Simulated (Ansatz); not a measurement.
Z-matrix (Å, degrees):
```
C
O 1 1.404
H 1 1.089 2 106.5
H 1 1.096 2 111.4 3 -119.1
H 1 1.096 2 111.3 3 119.3
C 2 1.357 1 117.3 3 -178.7
C 6 1.335 2 125.6 1 -1.7
C 6 1.495 2 110.6 1 178.2
C 7 1.499 6 122.5 2 178.4
H 7 1.083 6 120.4 2 -1.6
C 8 1.521 6 112.0 2 166.0
H 8 1.094 6 108.2 2 43.1
H 8 1.097 6 108.6 2 -71.5
C 9 1.521 7 112.4 6 -14.5
H 9 1.095 7 109.5 6 -136.8
H 9 1.099 7 109.8 6 107.8
H 11 1.096 8 109.3 6 -75.2
H 11 1.093 8 109.9 6 167.9
H 14 1.094 9 110.2 7 168.1
H 14 1.096 9 109.3 7 -74.7
```

Charge 0, multiplicity 1.

Question: List the r2SCAN/def2-TZVPP orbital energies in eV (the Gaussian-basis code of Ansatz). (An estimate is asked.)

Answer: Ansatz gave: Occupied: -516.42, -274.24, -274.22, -272.91, -272.87, -272.85, -272.78, -272.39, -27.97, -21.70, -19.53, -19.20, -17.82, -16.03, -15.14, -13.52, -12.87, -11.87, -11.62, -11.37, -10.76, -10.72, -9.67, -9.54, -9.41, -8.40, -8.15, -7.95, -7.73, -7.50, -5.13. Lowest empty: 0.43, 1.24, 1.90, 1.99, 2.19, 2.43, 2.89, 3.17.
